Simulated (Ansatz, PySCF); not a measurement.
Spin states of H2O2Re (SMILES [OH][Re][OH]), each relaxed with B3LYP-D3(BJ)/def2-TZVP.
State 1 (charge 0, multiplicity 4):
```xyz
5

Re     0.14809    -0.25498     0.13157
O      1.47650    -0.07326    -1.18850
H      1.74026     0.74599    -1.62324
O     -1.39863    -0.53283     1.16625
H     -2.01999     0.14483     1.45681
```
State 2 (charge 0, multiplicity 2):
| atom | x (Å) | y (Å) | z (Å) |
|---|---|---|---|
| Re | -0.0095 | 0.0024 | -0.0106 |
| O | 1.3663 | 0.2237 | -1.1443 |
| H | 2.0974 | 0.3457 | -1.7489 |
| O | -1.3866 | -0.2152 | 1.1222 |
| H | -2.1213 | -0.3268 | 1.7245 |

Singlets are restricted, other states unrestricted; no spin–orbit coupling, no relativity up to Kr; see below for the cores. The largest T1 diagnostic is 0.034.

Run with Ansatz (Gaussian orbitals); PySCF for the dispersion terms. Values without a source in brackets are computed. In def2 rows elements past Kr take small-core potentials, without spin–orbit coupling.

Problem. What is the computed energy of the multiplicity-2 state less that of the multiplicity-4 state (B3LYP/def2-TZVPP)?

Solution. 0.1 kcal/mol

Problem. What energy of the multiplicity-2 state less that of the multiplicity-4 state does BLYP-D4/def2-TZVPP give?

Solution. -0.9 kcal/mol

Problem. What is the computed energy of the multiplicity-2 state less that of the multiplicity-4 state (PBE0-D4/def2-TZVPP)?

Solution. 3.8 kcal/mol

Doubts at one or more of the structures used: the program's own flag: asymmetric forces (PBE0-D4/def2-TZVPP).

Ansatz is a quantum-chemistry and plane-wave program.
